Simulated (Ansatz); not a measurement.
Cost and result for the atomization energy of C4H5F5O (`FC[C@@H](F)[C@@H](F)OC(F)F`) (15 atoms, 14 bonds).

| atom | x (Å) | y (Å) | z (Å) |
| --- | --- | --- | --- |
| F1 | 1.423 | 2.813 | -0.735 |
| C2 | 1.260 | 1.447 | -0.718 |
| C3 | -0.210 | 1.120 | -0.692 |
| F4 | -0.779 | 1.395 | -1.915 |
| C5 | -0.480 | -0.338 | -0.380 |
| F6 | 0.254 | -1.147 | -1.216 |
| O7 | -0.098 | -0.565 | 0.932 |
| C8 | -0.523 | -1.753 | 1.471 |
| F9 | 0.084 | -1.874 | 2.649 |
| F10 | -1.856 | -1.712 | 1.687 |
| H11 | 1.725 | 1.028 | -1.613 |
| H12 | 1.745 | 1.047 | 0.176 |
| H13 | -0.713 | 1.732 | 0.063 |
| H14 | -1.534 | -0.578 | -0.548 |
| H15 | -0.300 | -2.617 | 0.839 |

Charge 0, multiplicity 1. The geometry is a stationary point of PBE0-D4/def2-TZVP. It is one conformer, not always the lowest. Program: Ansatz. All runs use 4 threads of an AMD EPYC 7R13 on a shared host and a share of an NVIDIA H100 80 GB. Times are those of one run each, without the atoms' runs, and a repeat can differ threefold. Electronic energies, without spin–orbit coupling; frozen cores. CCSD(T)/CBS adds CCSD(T) − MP2 in def2-TZVPP to the MP2 limit, and its time is that of the two runs behind it. T1 = 0.012. B3LYP takes the VWN-RPA correlation (the form of Gaussian; ORCA's B3LYP/G).

CCSD(T)/CBS is a level of theory with its own doubt, some kJ/mol a heavy atom from the limit and from the frozen cores, so smaller differences don't rank the functionals.

```tsv
level	functions	wall time	atomization (kJ/mol)	difference from CCSD(T)/CBS	per bond
BLYP-D4/def2-TZVPP	380	4 s	6101.9	19.0	1.4
r2SCANh-D4/def2-TZVPP	380	4.3 s	6053.7	-29.2	-2.1
revPBE-D4/def2-TZVPP	380	4.4 s	6102.7	19.8	1.4
B2PLYP/def2-TZVPP	380	6 s	6012.0	-70.9	-5.1
PBE-QIDH/def2-TZVPP	380	6.5 s	6053.4	-29.5	-2.1
B3LYP-D4/def2-TZVPP (with forces)	380	6.5 s	6053.2	-29.7	-2.1
PBE0-D4/def2-TZVPP	380	7 s	6125.5	42.6	3.0
ωB97X-V/def2-TZVPP	380	7.5 s	6112.6	29.7	2.1
PBE-D4/def2-TZVPP (with forces)	380	8 s	6331.3	248.4	17.7
MP2/def2-QZVPP	720	8 s	6233.3	150.4	10.7
CCSD(T)/def2-SVP	165	8.6 s	5797.9	-285.0	-20.4
CCSD(T)/def2-TZVPP	380	30 s	5918.5	-164.4	-11.7
CCSD(T)/CBS(def2)	–	38 s	6082.9	0.0	0.0
```

From BLYP to BHLYP (50 % exact exchange), in def2-TZVPP and without D4, the atomization energy moves by −294.1 kJ/mol: exact exchange takes away binding that semilocal exchange gives to molecules. In def2-TZVPP, CCSD(T) changes the Hartree–Fock value by +1695.4 kJ/mol (the triples alone add +118.3 kJ/mol) and MP2 by +1913.6 kJ/mol; breaking electron pairs costs correlation energy, which Hartree–Fock lacks. Leaving LDA and LC-ωPBE aside and taking each functional with its dispersion term where it has one, the values, not all of them listed here, spread over 557.5 kJ/mol, from BHLYP-D4 to PBE-D4. LDA lies +998.6 kJ/mol from PBE without D4, its usual overbinding.
